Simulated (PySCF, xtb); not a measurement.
AlCl₄, SMILES [Cl][Al-]([Cl])([Cl])[Cl], charge -1.

GFN2-xTB run with xtb at its own geometry gives an orbital gap of 9.08 eV.

Coordinates come from a B3LYP-D3(BJ)/def2-SVPD optimisation.

Task: What does CAM-B3LYP/def2-SVPD (PySCF) give? (An estimate is asked for; the answer gives what the named calculation found.)

Result: gap 9.62 eV (levels -5.92 and 3.70 eV).
